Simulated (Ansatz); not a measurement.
`ClC[CH2][InH2]`, relaxed with RKS PBE0-D4/def2-TZVP in Ansatz 0.2.0 from a GFN2-xTB geometry. The force threshold is 0.005 eV/Å; the program also tests the step.

The species carries charge 0 and has multiplicity 1. In takes the def2 core potential.

Start:

```xyz
10

Cl    1.616    0.496    0.783
C     0.027   -0.190    1.248
C    -0.963    0.103    0.137
In    0.473    0.062   -1.584
H     0.188   -1.261    1.366
H    -0.233    0.250    2.213
H    -1.794   -0.603    0.191
H    -1.370    1.113    0.251
H     1.225   -1.410   -2.063
H     0.831    1.440   -2.542
```

| step | energy (eV) | largest force (eV/Å) | largest move (Å) |
| --- | --- | --- | --- |
| 1 | -19862.1359 | 0.682 | 0.000 |
| 2 | -19862.2458 | 0.456 | 0.196 |
| 3 | -19862.2700 | 0.245 | 0.074 |
| 4 | -19862.2720 | 0.101 | 0.010 |
| 5 (rejected) | -19862.2712 | 0.078 | 0.045 |
| 6 | -19862.2725 | 0.013 | 0.019 |
| 7 | -19862.2725 | 0.009 | 0.004 |
| 8 | -19862.2726 | 0.003 | 0.002 |

End:

```xyz
10

Cl    1.691    0.501    0.988
C     0.020   -0.189    1.279
C    -0.874    0.121    0.111
In    0.448    0.060   -1.636
H     0.189   -1.257    1.406
H    -0.283    0.244    2.233
H    -1.685   -0.608    0.061
H    -1.309    1.117    0.202
H     1.123   -1.471   -2.065
H     0.680    1.483   -2.580
```

Hardware: 4 threads of an Arm Neoverse V1 on a shared host. Wall time 30 s, peak host memory 0.51 GiB.
